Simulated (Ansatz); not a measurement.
Consider the formal exchange of groups at a C–C bond: `C=C(F)C(F)F` + `[GaH3]` → `F[CH](F)[GaH2]` + `C=CF`.

Gas-phase electronic energies from Ansatz, PBE0-D4/def2-TZVP geometries. CBS: MP2 limit from def2 TZ/QZ plus the TZ coupled-cluster correction, frozen cores. Functionals use def2-TZVPP. For Ga outer-core shells are correlated without core-valence functions, which leaves a few kJ/mol of doubt a bond. Scalar relativity is left out up to krypton. One conformer a species, not always the lowest.

```csv
level,ΔE (kJ/mol)
B2PLYP,13.4
revPBE,3.5
```

Q: What does CCSD(T)/CBS give? (Best estimate.)

A: Computed: +13.1 kJ/mol. The listed levels differ from it by 0.3, -9.6 kJ/mol.

Largest T1 diagnostic among the species: 0.013.

From r2SCAN to r2SCAN0 (25 % exact exchange), in def2-TZVPP and without D4, ΔE moves by +4.0 kJ/mol. In def2-TZVPP, CCSD(T) changes the Hartree–Fock value by −8.1 kJ/mol (the triples alone add −0.4 kJ/mol) and MP2 by −8.7 kJ/mol.
